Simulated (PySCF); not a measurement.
Run record: excited-state job, `FC(F)[SiH2][SeH]`.

Method: TDDFT B3LYP/def2-SVPD, vertical, gas phase, core orbitals frozen in the response (PySCF 2.14.0, density-fitted response routines). Geometry: GFN2-xTB. The input is one job of a driver script: a line of settings, then coordinates in Å.

Command:
```bash
OMP_NUM_THREADS=1 python probes_run.py task.json out
```

Input:
```
{"job": {"kind": "uv", "xc": "B3LYP", "basis": "def2-SVPD", "nstates": 8, "ntriplets": 3}, "charge": 0, "multiplicity": 1}
F     -0.868091    -1.476982     0.462419
C     -1.034694    -0.296027    -0.201449
F     -2.167415     0.262601     0.294959
Si     0.482015     0.869707     0.116937
Se     2.318426    -0.414181    -0.214040
H     -1.230569    -0.548516    -1.252523
H      0.359981     1.348551     1.489273
H      0.442099     1.917275    -0.894450
H      1.711810    -1.656433     0.173693
```

Output:
```
coarse grid: 39416 points
cycle   1  E = -2930.6948749646  dE = -4.628e-01  |g| = 6.156e-01  |ddm| = 3.441e+00
cycle   2  E = -2930.6022112258  dE =  9.266e-02  |g| = 9.721e-01  |ddm| = 1.189e+00
cycle   3  E = -2930.7610986446  dE = -1.589e-01  |g| = 6.067e-02  |ddm| = 6.843e-01
cycle   4  E = -2930.7616377511  dE = -5.391e-04  |g| = 1.219e-02  |ddm| = 7.296e-02
cycle   5  E = -2930.7616708554  dE = -3.310e-05  |g| = 7.809e-03  |ddm| = 3.067e-02
cycle   6  E = -2930.7616876146  dE = -1.676e-05  |g| = 1.048e-03  |ddm| = 1.154e-02
cycle   7  E = -2930.7616877546  dE = -1.400e-07  |g| = 4.229e-04  |ddm| = 1.313e-03
final grid: 80904 points
cycle   8  E = -2930.7616244686  dE =  2.565e-09  |g| = 6.897e-04  |ddm| = 3.178e-03
cycle   9  E = -2930.7616243306  dE =  1.380e-07  |g| = 1.160e-03  |ddm| = 1.150e-03
cycle  10  E = -2930.7616245460  dE = -2.154e-07  |g| = 3.287e-05  |ddm| = 6.958e-04
cycle  11  E = -2930.7616245463  dE = -3.647e-10  |g| = 4.772e-06  |ddm| = 5.344e-05
converged SCF energy = -2930.7616245463

Static polarisability (au): isotropic 70.129, principal 61.202 65.882 83.301

Singlet excitations
state   eV       nm        f      main configurations
  1   5.2547    235.9   0.01641   H->L 0.97
  2   5.5123    224.9   0.00741   H->L+1 0.96
  3   6.1462    201.7   0.02748   H->L+2 0.97
  4   6.7152    184.6   0.00730   H->L+3 0.97
  5   6.8326    181.5   0.01394   H-1->L 0.85, H->L+4 0.12
  6   6.9605    178.1   0.03350   H->L+4 0.79, H-1->L 0.12
  7   7.2559    170.9   0.02074   H-1->L+1 0.43, H->L+5 0.24, H-2->L 0.20
  8   7.2576    170.8   0.02120   H->L+5 0.63, H-1->L+1 0.18

Triplet excitations (Tamm-Dancoff, eV): 4.8743 5.1624 5.9515
```

The SCF starts on a coarse grid where the log names one; the energy can jump when the final grid takes over, and dE then counts from the start density on the new grid. H and L stand for HOMO and LUMO; the number after each pair is its weight.

**Question.** Which computed singlet has the largest oscillator strength, and what do all of them sum to?

**Answer.** State 6 at 6.96 eV (178 nm), f = 0.034; the 8 states sum to 0.148.

**Question.** How does the lowest singlet excitation compare with the HOMO–LUMO gap?

**Answer.** HOMO -7.09 eV and LUMO -0.82 eV give a gap of 6.27 eV; S1 at 5.25 eV lies 1.02 eV below it.

Main results: HOMO -7.09 eV, LUMO -0.82 eV; lowest singlet 5.25 eV; lowest triplet 4.87 eV (Tamm–Dancoff); mean polarisability 70.1 au.

 The B3LYP/def2-SVPD calculation is non-relativistic and has no spin–orbit coupling, an omission that weighs most on selenium.

**Question.** How long does this job take on one thread of an Arm Neoverse N1, shared host? And the peak memory of the process?

**Answer.** About 32 s, with 0.65 GiB resident at the peak, the Python interpreter and its libraries included.

One conformer stands for the species.
Labels such as C1 count atoms from 1, the log's own numbers from 0.
